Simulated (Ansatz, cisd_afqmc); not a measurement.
System: GaF, charge 1, doublet. GaF+ (parent SMILES [F][Ga], doublet).
B3LYP-D3(BJ)/def2-TZVP minimum from Ansatz (a quantum-chemistry and plane-wave program):
```
Ga
F 1 1.7236
```
Charge +1, spin multiplicity 2.

Total energies in cc-pVDZ, 9 correlated electrons, 15 frozen orbitals. UHF or UKS for unpaired electrons; spin-orbit terms are left out. Cores are frozen in correlated methods (noble-gas shells, and filled d and f shells in the p block). No relativity. AFQMC/CISD: phaseless, guided by CISD from CCSD amplitudes; bars are statistical, one sigma. Outlying blocks are dropped, and bars are widened where a walk drifts. Over all cases where full CI ran beside it in this data, AFQMC minus full CI had a median of +0.1 mEh and passed +0.4 mEh in a tenth of the cases. The spin of FGa+ (parent SMILES [F][Ga], doublet) was assumed, and the state is the lowest solution found for it.

| method | program | energy (Eh) | minus CCSDTQ (mEh) |
|---|---|---|---|
| HF | Ansatz | -2022.37207 | 227.66 |
| MP2 | Ansatz | -2022.59179 | 7.94 |
| CCSD | Ansatz | -2022.59339 | 6.34 |
| CCSD(T) | Ansatz | -2022.59864 | 1.09 |
| CCSDT(Q) | Ansatz | -2022.59990 | -0.17 |
| CCSDTQ | Ansatz | -2022.59973 | 0.00 |
| AFQMC/CISD | cisd_afqmc | -2022.5996 ± 0.0004 | 0.2 ± 0.4 |

Rough core times of Ansatz's runs on a shared machine: CCSD(T) under 20 s, CCSDT(Q) 30 s, CCSDTQ 6 min.
